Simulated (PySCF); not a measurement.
Match the calculated data to a structure.

All candidates are C6H4N2.

| technique | computed result |
| --- | --- |
| 1H NMR | chemical shifts (computed TMS as zero) by class: 9.10 (2 H), 7.62 (2 H) ppm [GIAO B97-2/pcSseg-2] |
| Rotational structure | rotational constants A, B, C: 6.071, 1.559, 1.240 GHz [PBE0-D3(BJ)/def2-TZVP] |
| 13C NMR | chemical shifts (computed TMS as zero) by class: 158.9 (2 C), 132.0 (2 C), 127.5 (1 C), 123.8 (1 C) ppm [GIAO B97-2/pcSseg-2] |
| Dipole | 2.08 D [B97-2/pcSseg-2] |
| NMR, other nuclei | isotropic shieldings of nuclei other than C and H, by class: -106 (1 N), -52 (1 N) ppm [GIAO B97-2/pcSseg-2] |

Gas-phase values; electronic properties from PySCF, density fitting. Levels stand in brackets. Isolated species at its PBE0-D3(BJ)/def2-TZVP geometry, gas phase. NMR values are class means; diastereotopic atoms form classes of their own.

Problem. Which candidate is it?
A. `N#Cc1ccccn1`
B. `N#Cc1cccnc1`
C. `N#Cc1ccncc1`

Solution. C. It is `N#Cc1ccncc1`. Numbering: `[N:1]#[C:2][c:3]1[cH:4][cH:5][n:6][cH:7][cH:8]1`. Its formula, C6H4N2, gives 6 degrees of unsaturation: 1 ring and 5 π bonds in the structure found (Kekulé form). 6 carbons fall into 4 classes; from least to most shielded: aromatic CH next to a ring nitrogen [C5/C7] (158.9 ppm, 2 C), aromatic CH carbon [C4/C8] (132.0 ppm, 2 C), substituted aromatic carbon [C3] (127.5 ppm), nitrile carbon [C2] (123.8 ppm). Hydrogen classes from least to most shielded: 2 H on 2 like atoms (aromatic CH next to a ring nitrogen), C5/C7 (9.10 ppm), 2 H on 2 aromatic CH carbons, C4/C8 (7.62 ppm). The other shieldings belong to: -106 ppm, pyridine-type nitrogen [N6]; -52 ppm, nitrile nitrogen [N1]. The optimised geometry has point group C2v and is an asymmetric top.

The others, at the same levels:
- `N#Cc1cccnc1` fails: it has 6 carbon classes against 4; its computed 13C shifts are 162.5 (1 C), 160.2 (1 C), 146.9 (1 C), 128.4 (1 C), 123.6 (1 C), 116.4 (1 C) ppm, 1H shifts are 9.22 (1 H), 9.06 (1 H), 8.09 (1 H), 7.47 (1 H) ppm and dipole moment is 4.00 D (against 2.08 D).
- `N#Cc1ccccn1` fails: it has 6 carbon classes against 4; its computed 13C shifts are 158.6 (1 C), 143.3 (1 C), 142.6 (1 C), 135.9 (1 C), 131.2 (1 C), 124.2 (1 C) ppm, 1H shifts are 9.01 (1 H), 7.92 (1 H), 7.84 (1 H), 7.53 (1 H) ppm and dipole moment is 5.84 D (against 2.08 D).
